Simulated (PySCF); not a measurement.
(2R)-1,1-difluoro-2-methylcyclopropane (C4H6F2), SMILES C[C@@H]1CC1(F)F. Geometry: PBE-D3(BJ)/def2-SVP.

Level of theory: PBE-D3(BJ)/def2-SVP (PySCF).

Harmonic wavenumbers (cm⁻¹): 182, 202, 218, 385, 423, 468, 561, 707, 796, 854, 876, 961, 979, 1009, 1067, 1111, 1144, 1233, 1281, 1335, 1361, 1412, 1416, 1476, 2975, 3060, 3066, 3070, 3087, 3171. Rotational constants (GHz): 5.478, 2.963, 2.571; symmetry number 1.

Work out the zero-point energy and the ideal-gas rigid-rotor harmonic-oscillator thermochemistry at 298.15 K and 1 atm.

ZPE = ½ Σ hcν = ½ × 39887 cm⁻¹ = 238.58 kJ/mol. H − E(el) = 257.14 kJ/mol. Entropy in J/(mol K): translation 165.15, rotation 110.65, vibration 46.16, total 321.96. G − E(el) = 161.14 kJ/mol. Cp = 101.62 J/(mol K).
